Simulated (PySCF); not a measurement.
Cartesian coordinates in Å; atom numbers follow the order of the lines, from 1:
```xyz
25

C     2.0009   -1.6226   -0.7489
O     1.7838   -0.3031   -0.2794
C     2.3540    0.7156   -1.0827
Al    0.6238    0.0955    1.3079
C    -1.2101    0.2457    0.5203
C    -2.1625    0.5513    1.6804
C    -1.2770    1.3824   -0.4998
C    -1.6323   -1.0626   -0.1480
H     1.5307   -1.7590   -1.7360
H     1.5474   -2.3051   -0.0203
H     3.0821   -1.8222   -0.8186
H     2.1446    1.6727   -0.5902
H     1.9058    0.7046   -2.0892
H     3.4436    0.5685   -1.1569
H     1.3209    1.4768    1.7484
H     0.9301   -1.2464    2.1412
H    -2.1624   -0.2509    2.4385
H    -1.9024    1.4930    2.1942
H    -3.2079    0.6574    1.3260
H    -0.9819    2.3505   -0.0611
H    -0.6207    1.2002   -1.3693
H    -2.3033    1.5060   -0.9006
H    -1.5858   -1.9181    0.5469
H    -2.6732   -1.0063   -0.5257
H    -0.9967   -1.3079   -1.0172
```

[PySCF: σ from GIAO-HF/pcSseg-1; PBE0-D3(BJ)/def2-SVP geometry; one conformer; relativity neglected; in vacuum; fast rotation and ring inversion assumed for equivalent nuclei]

Shifts are taken against calculated references (same method and geometry level): ¹³C (190.85 ppm) and ¹H (31.69 ppm) against TMS; ¹⁷O (333.31 ppm) against H2O; ²⁷Al (516.24 ppm) vs AlH4-.

```json
{"atoms": "H17/H18/H19/H20/H21/H22/H23/H24/H25", "nucleus": "¹H", "count": "9", "δ (ppm)": "0.77"}
{"atoms": "C6/C7/C8", "nucleus": "¹³C", "count": "3", "δ (ppm)": "26.8"}
{"atoms": "Al4", "nucleus": "²⁷Al", "count": "1", "δ (ppm)": "82.9"}
{"atoms": "O2", "nucleus": "¹⁷O", "count": "1", "δ (ppm)": "-23.1"}
{"atoms": "C1/C3", "nucleus": "¹³C", "count": "2", "δ (ppm)": "?"}
{"atoms": "C5", "nucleus": "¹³C", "count": "1", "δ (ppm)": "?"}
{"atoms": "H9/H10/H11/H12/H13/H14", "nucleus": "¹H", "count": "6", "δ (ppm)": "3.55"}
{"atoms": "H15/H16", "nucleus": "¹H", "count": "2", "δ (ppm)": "3.63"}
```

**Question.** Complete the table.

**Answer.** 
- C1/C3: 57.5 ppm, methyl carbon bonded to O; deshielded by the electronegative neighbour
- C5: 5.5 ppm, fully substituted sp3 carbon bonded to Al; an electropositive neighbour leaves it electron-rich and shielded

Hydrides on Al or Ga are broadened by the quadrupolar metal nucleus. Shifts are as computed. Against solution values, carbons near 30 ppm lie about -0 ppm off and those near 130 ppm about +7 ppm. Of 1313 compounds with measured shifts, 239 miss one by over three times the rms of a fit or turn the order of signals round; such compounds aren't used in these exercises. Experimental scales use liquid or dissolved standards, which lie at an offset from isolated H2O (liquid H2O: subtract about 36 ppm).
